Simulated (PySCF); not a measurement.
Radial density of Ga⁻ (gallium, charge -1)

revPBE, [Ar] 3d10 4s2 4p2, high-spin 3P determinant. Calculation: PySCF 2.14, in aug-cc-pVTZ-DK (7s6p4d2f, 59 functions); scalar relativity by spin-free X2C-1e.

```
r (bohr)  4πr²ρ (e/bohr)  4πr²(ρα − ρβ)
0.000842          0.2934         0.0000
 0.00142          0.7280         0.0000
 0.00238           1.768         0.0000
 0.00401           4.144         0.0000
 0.00674           9.164         0.0000
  0.0113           18.28         0.0000
  0.0191           30.50         0.0002
  0.0321           38.01         0.0014
  0.0539           33.00         0.0060
  0.0907           32.64         0.0140
   0.153           43.95         0.0085
   0.257           27.20        -0.0103
   0.432           23.77         0.0155
   0.726           21.64        -0.0058
    1.22           5.746         0.0695
    2.05           1.816         0.3490
    3.46          0.7447         0.4037
    5.81          0.2244         0.2067
    9.78         0.04635         0.0461
    16.4       0.0003619         0.0004
```

Densities and radii are taken from the X2C orbitals without a picture-change correction, which distorts them close to the nucleus.

At revPBE the highest occupied level has a positive energy, so only the finite basis holds that electron; in a semilocal or global hybrid functional this comes from self-interaction and does not mean that the real anion is unbound.

Where is the radial spin density 4πr²(ρα − ρβ) most negative, and why is it negative at all?

Around r = 0.257 bohr, down to -0.0103 e/bohr: exchange with the open shell polarises the paired shells in an unrestricted calculation.
